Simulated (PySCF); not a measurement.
PbFI, SMILES [F][Pb][I] (connectivity only; charge and spin as stated), neutral, multiplicity 1.

Coordinates come from a B3LYP-D3(BJ)/def2-TZVP optimisation. The def2 effective core potentials stand for the cores of I, Pb; spin–orbit coupling is left out.

The numbers are results of IEF-PCM-ωB97X/def2-SVP (PySCF 2.14.0), not measurements.

The values are the electrostatic part of the solvation free energy, E(continuum) − E(gas) at the gas-phase geometry, in a cavity of scaled van der Waals radii (PySCF's table); cavitation and dispersion terms are not included. A continuum can't describe solvent molecules that bind to the metal. In vacuum the orbital gap is 8.19 eV. The dipole moment in vacuum is 4.71 D.

```json
[
 {"solvent": "water", "ε": "78.36", "ΔG(elec) (kcal/mol)": "-13.2", "dipole (D)": "6.89", "gap (eV)": "8.98"},
 {"solvent": "toluene", "ε": "2.37", "ΔG(elec) (kcal/mol)": "-6.0", "dipole (D)": "5.66", "gap (eV)": "8.54"},
 {"solvent": "tetrahydrofuran", "ε": "7.43", "ΔG(elec) (kcal/mol)": "?", "dipole (D)": "?", "gap (eV)": "?"}
]
```

Q: Some entries are withheld; supply them. (An estimate is asked for; the answer gives what the named calculation found.)

A: 
- tetrahydrofuran, ΔG(elec) (kcal/mol): -10.6
- tetrahydrofuran, dipole (D): 6.44
- tetrahydrofuran, gap (eV): 8.82
